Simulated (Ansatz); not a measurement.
The free Zr atom, lowest solution found in each spin (singlets restricted, other states unrestricted); no spin–orbit coupling, and no relativity up to Kr.

Correlated levels freeze the inner cores; with def2 sets outer-core shells near the valence are correlated too. CBS(a, b) extrapolates the correlation energy as X⁻³ and adds the Hartree–Fock energy of set b.

The values were computed with Ansatz (a quantum-chemistry and plane-wave program) with Gaussian orbitals. Values without a source in brackets are computed. In def2 rows elements past Kr take small-core potentials, without spin–orbit coupling.

```csv
level,energy of multiplicity 5 less that of multiplicity 3 (kJ/mol)
SVWN5/def2-TZVPP,12.8
B97M-V/def2-TZVPP,14.3
B3LYP/def2-TZVPP,36.7
PBE0/def2-SVP,2.3
PBE0/def2-TZVPP,0.9
CCSD/def2-TZVPP,54.9
CCSD(T)/def2-TZVPP,64.2
CCSD(T)/def2-QZVPP,60.2
"CCSD(T)/CBS(def2-TZVPP, def2-QZVPP)",(withheld)
```

Q: What belongs in the gaps?

A: 
- CCSD(T)/CBS(def2-TZVPP, def2-QZVPP), energy of multiplicity 5 less that of multiplicity 3 (kJ/mol): 56.8

Doubts at one or more of the structures used: a spin-contaminated determinant (PBE0/def2-SVP, PBE0/def2-TZVPP).
